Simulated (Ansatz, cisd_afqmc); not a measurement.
System: ScO, charge 0, doublet. ScO (SMILES [Sc]=[O], doublet).
B3LYP-D3(BJ)/def2-TZVP minimum from Ansatz (a quantum-chemistry and plane-wave program):
```xyz
2

Sc     0.0000     0.0000    -0.4583
O      0.0000     0.0000     1.2031
```
Charge 0, spin multiplicity 2.

Total energies in cc-pwCVTZ-DK, 17 correlated electrons, 6 frozen orbitals. Open shells are spin-unrestricted; no spin-orbit coupling. The -DK rows use spin-free X2C, correlate 3s3p of the metal (1s2s2p frozen) and give its partners the cc-pVXZ-DK valence sets. AFQMC/CISD: phaseless, guided by CISD from CCSD amplitudes; bars are statistical, one sigma. Outlying blocks are dropped, and bars are widened where a walk drifts. Over all cases where full CI ran beside it in this data, AFQMC minus full CI had a median of +0.1 mEh and passed +0.4 mEh in a tenth of the cases. The spin of OSc ([O]=[Sc], doublet) was assumed, and the state is the lowest solution found for it.

```json
[
 {"method": "HF", "program": "Ansatz", "energy (Eh)": "-838.26770", "minus AFQMC/CISD (mEh)": "668.7 ± 0.9"},
 {"method": "MP2", "program": "Ansatz", "energy (Eh)": "-838.90863", "minus AFQMC/CISD (mEh)": "27.8 ± 0.9"},
 {"method": "CCSD", "program": "Ansatz", "energy (Eh)": "-838.89966", "minus AFQMC/CISD (mEh)": "36.8 ± 0.9"},
 {"method": "CCSD(T)", "program": "Ansatz", "energy (Eh)": "-838.93602", "minus AFQMC/CISD (mEh)": "0.4 ± 0.9"},
 {"method": "AFQMC/CISD", "program": "cisd_afqmc", "energy (Eh)": "-838.9364 ± 0.0009", "minus AFQMC/CISD (mEh)": "0.0"}
]
```
